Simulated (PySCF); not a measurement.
PySCF 2.14 output of a UHF calculation on a single atom or ion in ANO-RCC-VTZP (8s7p5d3f2g1h, 104 functions), with the spin-free X2C one-electron Hamiltonian (Gaussian nucleus):

```
SCF conv_tol = 1e-09
number electrons alpha = 36  beta = 29
cycle= 1 E= -11703.6263845997  delta_E= -0.00982  |g|= 0.0337  |ddm|= 0.0834
cycle= 2 E= -11703.6269499167  delta_E= -0.000565  |g|= 0.00848  |ddm|= 0.0401
cycle= 3 E= -11703.6271490911  delta_E= -0.000199  |g|= 0.00588  |ddm|= 0.0274
cycle= 4 E= -11703.6272058941  delta_E= -5.68e-05  |g|= 0.00377  |ddm|= 0.0118
cycle= 5 E= -11703.627265277  delta_E= -5.94e-05  |g|= 0.00113  |ddm|= 0.0225
cycle= 6 E= -11703.6272716745  delta_E= -6.4e-06  |g|= 0.000289  |ddm|= 0.00878
cycle= 7 E= -11703.6272718589  delta_E= -1.84e-07  |g|= 5.91e-05  |ddm|= 0.00129
cycle= 8 E= -11703.6272718644  delta_E= -5.51e-09  |g|= 1.35e-05  |ddm|= 0.000199
cycle= 9 E= -11703.6272718647  delta_E= -3.66e-10  |g|= 4.29e-06  |ddm|= 4.07e-05
converged SCF energy = -11703.6272718647  <S^2> = 15.758974  2S+1 = 8.0022431
```

The run itself started from symmetry-adapted Hartree-Fock orbitals and held the occupation by maximum overlap, so the iterations belong to that start.

Problem. Which element, charge and spin multiplicity is this?

Solution. Tb (terbium, neutral), multiplicity 8; the state was [Xe] 4f9 6s1 6p1, one real determinant (an excited configuration).

⟨L²⟩ = 26.12 against 42 for a pure I term, so this real determinant mixes terms. Spin-orbit coupling, absent here, splits the open shell strongly.
